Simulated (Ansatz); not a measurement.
Program: Ansatz. Geometries: PBE0-D4/def2-TZVP. ΔE: electronic, gas phase. CBS: MP2 limit from def2 TZ/QZ plus the TZ coupled-cluster correction, frozen cores. This one scheme is used for every species. Functionals use def2-TZVPP. def2 core potentials past Kr. For Zr outer-core shells are correlated without core-valence functions, which leaves a few kJ/mol of doubt a bond.

`[CH3][Zr]([F])([F])[F]` + CH₄ → `[CH3][Zr]([CH3])([F])[F]` + H–F  (formal exchange of groups at a Zr–F bond)

```tsv
level	ΔE (kcal/mol)	difference from CCSD(T)/CBS
LDA (SPW92)	55.5	0.9
BLYP-D4	58.2	3.6
r2SCANh-D4	57.4	2.8
r2SCAN0-D4	56.7	2.1
ωB97X-V	58.2	3.6
B2PLYP	58.3	3.7
BLYP	59.7	5.1
r2SCANh	57.7	3.1
r2SCAN0	57.0	2.4
BHLYP	58.8	4.2
CAM-B3LYP	59.8	5.2
RPA@PBE/def2-TZVPP	54.8	0.2
CCSD/def2-SVP	62.0	7.4
HF/def2-TZVPP	59.5	4.9
MP2/def2-TZVPP	55.3	0.7
SCS-MP2/def2-QZVPP	56.1	1.5
CCSD(T)/CBS	54.6	0
```

Problem. What do rigid-rotor, harmonic-oscillator terms from PBE0-D4/def2-TZVP frequencies (298.15 K, 1 bar) make of the CCSD(T)/CBS value? (Estimate.)

Solution. Ansatz gave: ΔZPE = -2.3 kcal/mol, ΔH = +53.0 kcal/mol, ΔS = 37 J/(mol·K), ΔG = +50.4 kcal/mol. Modes under 50 cm⁻¹ make the entropy rough.

Largest T1 diagnostic among the species: 0.017.

From PBE to PBE0 (25 % exact exchange), in def2-TZVPP and without D4, ΔE moves by −0.9 kcal/mol. In def2-TZVPP, CCSD(T) changes the Hartree–Fock value by −4.3 kcal/mol (the triples alone add −0.1 kcal/mol) and MP2 by −4.2 kcal/mol.
